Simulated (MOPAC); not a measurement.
Input file for MOPAC: AM1 on CH5AlS (SMILES C[S][AlH2]), a point of a torsion scan.

```
AM1 1SCF PRECISE CHARGE=0 THREADS=1
CH5AlS

C      1.38217799 1     0.19855100 1     0.12028459 1
S      0.18964430 1    -1.09106183 1     0.69696288 1
Al    -1.61238973 1    -0.22127775 1    -0.18814900 1
H      1.05658668 1     0.62840435 1    -0.82625339 1
H      2.33667411 1    -0.30020448 1    -0.01175514 1
H      1.46992010 1     0.96924612 1     0.87941903 1
H     -1.64773654 1    -0.03287525 1    -1.71678367 1
H     -2.82779868 1     0.22155630 1     0.64269251 1
```

The log:

```
*******************************************************************************
 **                                                                           **
 **                              MOPAC v23.2.5                                **
 **                                                                           **
 *******************************************************************************
 ** MOPAC's Digital Object Identifier: https://doi.org/10.5281/zenodo.6511958 **
 **                                                                           **
 ** Please cite the open-source release paper for use of this MOPAC version:  **
 ** J. E. Moussa and J. J. P. Stewart (2026)                                  **
 ** MOPAC: An open-source semiempirical molecular orbital program             **
 ** J. Open Source Softw., 11(119), 8025, https://doi.org/10.21105/joss.08025 **
 *******************************************************************************

                              AM1 CALCULATION RESULTS

 *******************************************************************************
 *  AM1        - The AM1 Hamiltonian to be used
 *
 *
 *
 *                 CHARGE ON SYSTEM = 0
 *
 *
 *
 *  PRECISE    - TIGHTER CRITERIA TO BE USED
 *  1SCF       - DO 1 SCF AND THEN STOP
 *  THREADS=1  - MULTI-THREADING NOT USED
 *  T=         - A TIME OF 172800.0 SECONDS REQUESTED
 *  DUMP=N     - RESTART FILE WRITTEN EVERY 7200.0 SECONDS REQUESTED
 *******************************************************************************
AM1 1SCF PRECISE CHARGE=0 THREADS=1
 CH5AlS

   ATOM   CHEMICAL          X               Y               Z
  NUMBER   SYMBOL      (ANGSTROMS)     (ANGSTROMS)     (ANGSTROMS)

     1       C          1.38217799  *   0.19855100  *   0.12028459  *
     2       S          0.18964430  *  -1.09106183  *   0.69696288  *
     3      Al         -1.61238973  *  -0.22127775  *  -0.18814900  *
     4       H          1.05658668  *   0.62840435  *  -0.82625339  *
     5       H          2.33667411  *  -0.30020448  *  -0.01175514  *
     6       H          1.46992010  *   0.96924612  *   0.87941903  *
     7       H         -1.64773654  *  -0.03287525  *  -1.71678367  *
     8       H         -2.82779868  *   0.22155630  *   0.64269251  *



          CARTESIAN COORDINATES

    NO.       ATOM           X           Y           Z

     1         C          1.3822      0.1986      0.1203
     2         S          0.1896     -1.0911      0.6970
     3        Al         -1.6124     -0.2213     -0.1881
     4         H          1.0566      0.6284     -0.8263
     5         H          2.3367     -0.3002     -0.0118
     6         H          1.4699      0.9692      0.8794
     7         H         -1.6477     -0.0329     -1.7168
     8         H         -2.8278      0.2216      0.6427

  H: (AM1): M.J.S. DEWAR ET AL, J. AM. CHEM. SOC. 107 3902-3909 (1985)
  C: (AM1): M.J.S. DEWAR ET AL, J. AM. CHEM. SOC. 107 3902-3909 (1985)
 Al: (AM1): M. J. S. Dewar, A. J. Holder, Organometallics, 9, 508-511 (1990).
  S: (AM1): M.J.S. DEWAR, Y-C YUAN, INORGANIC CHEMISTRY, 29, 3881:3890,  (1990)

           Empirical Formula: C H5 S Al  =     8 atoms



      MOLECULAR POINT GROUP   :   C1


      RHF CALCULATION, NO. OF DOUBLY OCCUPIED LEVELS = 9


 -------------------------------------------------------------------------------
 AM1 1SCF PRECISE CHARGE=0 THREADS=1
 CH5AlS



     1SCF WAS SPECIFIED, SO BFGS WAS NOT USED
     SCF FIELD WAS ACHIEVED


                              AM1 CALCULATION
                                                       MOPAC v23.2.5 Linux




          FINAL HEAT OF FORMATION =         12.38126 KCAL/MOL =      51.80320 KJ/MOL


          COSMO AREA              =        118.62 SQUARE ANGSTROMS
          COSMO VOLUME            =        108.82 CUBIC ANGSTROMS

          IONIZATION POTENTIAL    =          9.084050 EV
          HOMO LUMO ENERGIES (EV) =         -9.084 -1.537
          NO. OF FILLED LEVELS    =          9
          MOLECULAR WEIGHT        =         76.0920         POINT GROUP:  C1

          MOLECULAR DIMENSIONS (Angstroms)

            Atom       Atom       Distance
            H     8    H     5     5.23186
            H     7    H     6     3.22907
            H     4    S     2     2.22148


          SCF CALCULATIONS        =          1





   ATOM   CHEMICAL          X               Y               Z
  NUMBER   SYMBOL      (ANGSTROMS)     (ANGSTROMS)     (ANGSTROMS)

     1       C          1.38217799  *   0.19855100  *   0.12028459  *
     2       S          0.18964430  *  -1.09106183  *   0.69696288  *
     3      Al         -1.61238973  *  -0.22127775  *  -0.18814900  *
     4       H          1.05658668  *   0.62840435  *  -0.82625339  *
     5       H          2.33667411  *  -0.30020448  *  -0.01175514  *
     6       H          1.46992010  *   0.96924612  *   0.87941903  *
     7       H         -1.64773654  *  -0.03287525  *  -1.71678367  *
     8       H         -2.82779868  *   0.22155630  *   0.64269251  *

                             CARTESIAN COORDINATES

   1    C        1.382177990     0.198551000     0.120284590
   2    S        0.189644300    -1.091061830     0.696962880
   3   Al       -1.612389730    -0.221277750    -0.188149000
   4    H        1.056586680     0.628404350    -0.826253390
   5    H        2.336674110    -0.300204480    -0.011755140
   6    H        1.469920100     0.969246120     0.879419030
   7    H       -1.647736540    -0.032875250    -1.716783670
   8    H       -2.827798680     0.221556300     0.642692510


           Empirical Formula: C H5 S Al  =     8 atoms



      MOLECULAR POINT GROUP   :   C1


                  EIGENVALUES
 -30.12667 -17.48465 -15.57711 -14.84975 -14.10993 -12.82306 -11.52698 -10.88654
  -9.08405  -1.53697  -0.70198   0.97747   1.70789   2.37115   3.80323   3.91784
   4.41579


              NET ATOMIC CHARGES AND DIPOLE CONTRIBUTIONS

  ATOM NO.   TYPE          CHARGE      No. of ELECS.   s-Pop       p-Pop
    1          C          -0.245040        4.2450     1.23143     3.01361
    2          S          -0.145845        6.1458     1.90372     4.24212
    3         Al           0.177785        2.8222     1.12231     1.69990
    4          H           0.092725        0.9073     0.90727
    5          H           0.112781        0.8872     0.88722
    6          H           0.100893        0.8991     0.89911
    7          H          -0.054275        1.0543     1.05428
    8          H          -0.039024        1.0390     1.03902
 DIPOLE           X         Y         Z       TOTAL
 POINT-CHG.     0.272     0.896    -0.412     1.022
 HYBRID         0.321     0.605    -0.487     0.840
 SUM            0.593     1.501    -0.898     1.847


          ATOMIC ORBITAL ELECTRON POPULATIONS

     Atom    s        px        py        pz
    1  C   1.23143   0.99477   0.98646   1.03238
    2  S   1.90372   1.19927   1.34545   1.69741
    3 Al   1.12231   0.67454   0.21290   0.81247
    4  H   0.90727
    5  H   0.88722
    6  H   0.89911
    7  H   1.05428
    8  H   1.03902

 **********************
 *                    *
 * JOB ENDED NORMALLY *
 *                    *
 **********************




 == MOPAC DONE ==
```

The run finished.

Cost: around 0.020 core-seconds (rough).
